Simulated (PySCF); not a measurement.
Gas-phase reaction: SnHF3 + H2 ⇌ SnH2F2 + HF

Computed with PySCF (xtb for GFN2) and rigid-rotor harmonic-oscillator thermochemistry at 1 bar. † marks an energy on the PBE0/def2-TZVP geometry and frequencies; other levels use their own. MP2 and CCSD(T) freeze the core. All species are closed-shell singlets. B3LYP is the form with VWN-RPA correlation. Sn: scalar-relativistic def2 core potential, no spin-orbit coupling. SnHF3, SnH2F2: computed as isolated molecules; such fragments, hydroxides, amides, oligomers or adducts are transient or little studied in the gas. MP2 isn't extrapolated to the basis-set limit; its ΔH°(298 K) is 42.9 kJ in def2-SVP and 36.8 kJ in def2-TZVPP. CCSD(T) isn't extrapolated to the basis-set limit; its ΔH°(298 K) is 34.2 kJ in def2-SVP and 33.1 kJ in def2-TZVPP. The harmonic model lacks anharmonicity and excited electronic states, which grow with temperature; levels with a mode under 35 cm⁻¹ are left out.

```
level              ΔE electronic, kJ  ΔH°(298 K), kJ  ΔS°(298 K), J/K  ΔG°(2500 K), kJ
-----------------  -----------------  --------------  ---------------  ---------------
B3LYP/def2-TZVP†                  35              44               23                7
CCSD(T)/def2-SVP†                 26              34               23               -3
GFN2-xTB                          16              25               12               15
MP2/def2-SVP†                     34              43               23                6
PBE/def2-SVP                      39              46               21               13
r2SCAN/def2-TZVP†                 44              52               23               15
LDA/def2-TZVP†                    25              34               23               -4
```
ΔH° is lowest at GFN2-xTB and highest at r2SCAN/def2-TZVP†. No reference value is set beside these.
